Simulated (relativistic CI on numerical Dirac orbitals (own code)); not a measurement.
Calculated at this level of theory: Dirac-Coulomb-Breit CI, KLI orbitals optimised for each configuration, model QED, unscaled Slater integrals (own radial code, finite nucleus).

The strongest absorption lines from the ground level of an ion, among the configurations computed and to levels below about 449 eV (vacuum wavelength in Å, gf): 37.981 (0.062), 38.197 (0.04), 52.528 (0.15), 53.316 (0.1), 263.88 (0.99), 318.06 (0.4).

Q: Which ion is it?
A. Ag18+
B. Ag20+
C. Sb22+
D. Ag16+

A: A. Ag18+ has 29 electrons and the ground level 3d10 4s 2S_1/2; the strongest line goes to 3d10 4p 2P°_3/2. The pattern of lines fixes the number of electrons, and along that sequence the line energies rise steadily with the charge (about as its square where n changes within one kind of shell, about linearly where n is kept but much faster in heavy ions where fine structure, which grows about as Z⁴, sets the gap, and irregularly where shells cross), which fixes Z. Configurations outside the model, such as inner-shell arrays, can give stronger lines. At this charge energies of transitions that change n are usually good to better than 1 %, and those within a shell (Δn = 0) to a few per cent.

LS names give the leading component of a level, which can be under half, so a name can repeat, a term be missing and a line seem to break the LS rules.
